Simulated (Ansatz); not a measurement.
Program: Ansatz. Geometries: PBE0-D4/def2-TZVP. ΔE: electronic, gas phase. CCSD(T)/CBS is the MP2 limit (def2-TZVPP, def2-QZVPP) plus CCSD(T) − MP2 in def2-TZVPP, frozen cores. Functionals use def2-TZVPP. B3LYP here is the variant with VWN-RPA as its local correlation; programs differ in this. def2 core potentials past Kr. For Sn outer-core shells are correlated without core-valence functions, which leaves a few kJ/mol of doubt a bond. Each species was taken in one conformer, which may not be the lowest.

Consider the redistribution: `[NH2][Sn][NH2]` + `C=C[Si](O)(Cl)OC` → `[NH2][Sn][OH]` + `C=C[Si](N)(Cl)OC`.

| level | ΔE (kcal/mol) | difference from CCSD(T)/CBS |
| --- | --- | --- |
| r2SCAN-D4 | 4.0 | 0.1 |
| B3LYP-D4 | 3.7 | -0.2 |
| ωB97X-V | 3.8 | -0.1 |
| ωB97M-V | 4.0 | 0.1 |
| B2PLYP | 4.0 | 0.1 |
| CCSD/def2-TZVPP | 4.9 | 1.0 |
| MP2/def2-QZVPP | 4.1 | 0.2 |
| SCS-MP2/def2-QZVPP | 4.0 | 0.1 |
| HF/CBS(def2) | 5.7 | 1.8 |
| CCSD/CBS(def2) | 4.1 | 0.2 |
| CCSD(T)/CBS | 3.9 | 0 |

Largest T1 diagnostic among the species: 0.017.

In def2-TZVPP, CCSD(T) changes the Hartree–Fock value by −1.2 kcal/mol (the triples alone add −0.2 kcal/mol) and MP2 by −1.3 kcal/mol. From PBE to PBE0 (25 % exact exchange), in def2-TZVPP and without D4, ΔE moves by +1.0 kcal/mol.
